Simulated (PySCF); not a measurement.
**Ta(2+): ionisation energy**

Ta(2+) [Xe] 4f14 5d3 (4F) → Ta(3+) [Xe] 4f14 5d2 (3F), as a difference of total energies. Computed with PySCF 2.14 in def2-TZVPPD with the def2 core potential (60 electrons) (6s5p3d2f1g, 59 functions), with a scalar-relativistic core potential. Correlated levels: valence: 5s2 5p6 frozen. The calculations carry no spin-orbit coupling.

```csv
method,ionisation energy (eV)
UHF,23.048
MP2 (valence),23.326
SCS-MP2 (valence),23.141
CCSD (valence),23.389
CCSD(T) (valence),23.391
```

How much does correlation contribute at CCSD(T) (valence)?

23.391 − (23.048) = 0.343 eV, measured against UHF.

The reference lies between the lowest fine-structure levels, while these numbers refer to the centres of the terms.

Errors of the correlated levels include the incompleteness of this basis and the frozen core.

For comparison: 23.1 ± 1.6 eV (theoretical estimate listed by NIST; NIST Atomic Spectra Database, ionization energies).
